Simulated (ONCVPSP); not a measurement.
**Pseudopotential generation for aluminium (Al): ONCV, PBEsol, scalar-relativistic.**

```
Element                 : Al
Generator               : ONCVPSP 4.0.1
Type                    : optimised norm-conserving Vanderbilt (ONCV)
Functional              : PBEsol
Relativity              : scalar-relativistic
Frozen core             : [Ne]
Valence charge          : 3
Reference configuration : 3s2 3p1
Partial waves           : 3s: rc 2.25 bohr, ncon 4, nbas 8, qcut 3.4 1/bohr, 2 projectors, debl 2.4 Ha; 3p: rc 1.95 bohr, ncon 4, nbas 8, qcut 3.5 1/bohr, local
Local potential         : the p channel
Core correction         : Teter function, fcfact 1.5, rcfact 1.15
```

**Question.** Estimate the cutoffs (Ha) at which the residual kinetic energy of the hardest occupied pseudo-wave falls to 1 and 0.1 mHa per electron.

**Answer.** 4.9 Ha and 11 Ha. The cutoffs count occupied waves only; projector 2 of the s channel, the hardest unoccupied one, needs 13 Ha at the loose tolerance.

**Question.** What does a ghost test show?

**Answer.** No bound ghost flagged; no localised positive-energy state flagged.

**Question.** Which valence shell sets the plane-wave cutoff?

**Answer.** 3s: 5 Ha for 1 mHa per electron, against 2 Ha for 3p.

**Question.** Tests: 3s2 3p0; 3s1 3p0; 3s2 3p0.5; 3s1 3p2. Which has the largest error in its energy relative to the reference configuration, and how large is it?

**Answer.** 3s1 3p0, with -9.1 meV (all-electron minus pseudo) on +24.91 eV.
